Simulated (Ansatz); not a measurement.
`CB[SiH2]Cl` + `[CH3][Al]([F])[F]` → `FB[SiH2]Cl` + `[CH3][Al]([CH3])[F]` at 500 K and 1 bar (redistribution).

Gas-phase electronic energies from Ansatz, PBE0-D4/def2-TZVP geometries. CCSD(T)/CBS adds triple-zeta CCSD(T) − MP2 to the extrapolated MP2 energy (def2 sets, frozen cores). Each species was taken in one conformer, which may not be the lowest.

```
              species  CCSD(T)/CBS energy (Eh)  H − E (kJ/mol)  S (J/(mol·K))
         `CB[SiH2]Cl`               -815.34006           220.2          410.4
  `[CH3][Al]([F])[F]`               -481.63134           143.5          376.4
         `FB[SiH2]Cl`               -875.32301           125.4          375.9
`[CH3][Al]([CH3])[F]`               -421.62460           237.8          423.0
```

H − E and S are ideal-gas, rigid-rotor, harmonic terms from PBE0-D4/def2-TZVP, for one conformer and one mirror image of each species. 1 Eh = 2625.50 kJ/mol, R = 8.31446 J/(mol·K).

Question: By hand: ΔE, ΔH, ΔS and ΔG.

Answer: ΔE = (-875.32301) + (-421.62460) − (-815.34006) − (-481.63134) = 0.02379 Eh = 62.5 kJ/mol. Δ(H − E) = 125.4 + 237.8 − 220.2 − 143.5 = -0.5, so ΔH = 62.0 kJ/mol. ΔS = 375.9 + 423.0 − 410.4 − 376.4 = 12.1 J/(mol·K). ΔG = 62.0 − 500 × (12.1)/1000 = 56.0 kJ/mol.

Question: By hand: the equilibrium constant, and the temperature at which ΔG would vanish if ΔH and ΔS stayed fixed.

Answer: log₁₀ K = −ΔG/(RT ln 10) = -5.9. ΔG = 0 at ΔH/ΔS = 5124 K, far beyond where these terms or the molecules hold.

The number of gas molecules stays the same, so ΔS is small and ΔH decides. A doubt of 5 kJ/mol in ΔE shifts log₁₀ K by 0.5 here. Other conformers and mirror images would add mixing entropy, several J/(mol·K) or more a flexible species. Modes under 60 cm⁻¹, often nearly free rotors, make the harmonic entropy too high. These are equilibria of isolated gas molecules and say nothing of rates. Largest T1 diagnostic: 0.012 (customary marks: 0.02 for closed shells, 0.045 for open ones).
